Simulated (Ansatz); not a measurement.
Geometry optimisation, Ansatz, RKS r2SCAN/def2-SVP.

input.yaml

```yaml
crystal:
  periodic: [false, false, false]
  atoms:
    - { symbol: Sn, position_ang: [-1.01854, 0.244734, -0.733069] }
    - { symbol: Cl, position_ang: [2.675745, 0.066272, -1.053377] }
    - { symbol: H, position_ang: [-0.404989, -0.779227, -1.958288] }
    - { symbol: H, position_ang: [-2.700194, -0.064707, -0.560559] }
    - { symbol: H, position_ang: [-0.789942, 1.88726, -1.160478] }
    - { symbol: H, position_ang: [1.921677, -0.510358, -0.150197] }
    - { symbol: C, position_ang: [-0.037521, -0.161652, 1.142945] }
    - { symbol: H, position_ang: [0.201066, -1.235666, 1.2494] }
    - { symbol: H, position_ang: [-0.725421, 0.110824, 1.962164] }
    - { symbol: H, position_ang: [0.877919, 0.442521, 1.261559] }
basis:
  gaussian: { orbitals: def2-SVP }
hamiltonian:
  xc: r2scan
relax:
  f_tol: 0.03
  max_steps: 50
```

Command:

```bash
$ ansatz run input.yaml --threads 2 --pin off --max-ram 3072MiB --backend cpu --events-out ev --progress --plain --runs-dir out
```

Q: Where does it end, and by what steps?

A: The run converged. After 23 steps the energy has fallen by 0.083 eV; H6 moved furthest, 1.25 Å.

| step | energy less start (eV) | largest force component (eV/Å) | accepted |
| --- | --- | --- | --- |
| 0 | 0.0000 | 0.483 | yes |
| 1 | -0.0262 | 0.286 | yes |
| 2 | 0.0287 | 0.523 | no |
| 3 | -0.0329 | 0.201 | yes |
| 4 | -0.0396 | 0.163 | yes |
| 5 | -0.0475 | 0.060 | yes |
| 6 | -0.0495 | 0.110 | yes |
| 7 | -0.0535 | 0.073 | yes |
| 8 | -0.0238 | 1.259 | no |
| 9 | -0.0561 | 0.166 | yes |
| 10 | -0.0583 | 0.287 | yes |
| 11 | -0.0587 | 0.395 | yes |
| 12 | -0.0663 | 0.148 | yes |
| 13 | -0.0676 | 0.105 | yes |
| 14 | -0.0680 | 0.424 | yes |
| 15 | -0.0581 | 0.659 | no |
| 16 | -0.0751 | 0.081 | yes |
| 17 | -0.0780 | 0.034 | yes |
| 18 | -0.0775 | 0.098 | no |
| 19 | -0.0793 | 0.045 | yes |
| 20 | -0.0808 | 0.059 | yes |
| 21 | -0.0810 | 0.223 | yes |
| 22 | -0.0824 | 0.051 | yes |
| 23 | -0.0829 | 0.013 | yes |

```xyz
10
Properties=species:S:1:pos:R:3
Sn -0.944 0.187 -0.629
Cl 2.936 0.201 -0.890
H -0.014 -0.792 -1.708
H -2.584 -0.289 -0.797
H -0.757 1.819 -1.111
H 1.926 -0.425 -1.401
C -0.234 -0.134 1.376
H -0.453 -1.164 1.691
H -0.728 0.565 2.066
H 0.852 0.032 1.404
```

Whether the end is a true minimum wasn't checked by a vibrational analysis.

The run took 2 min on 2 threads of Arm Neoverse N1, on a shared host, peak memory 0.15 GiB.
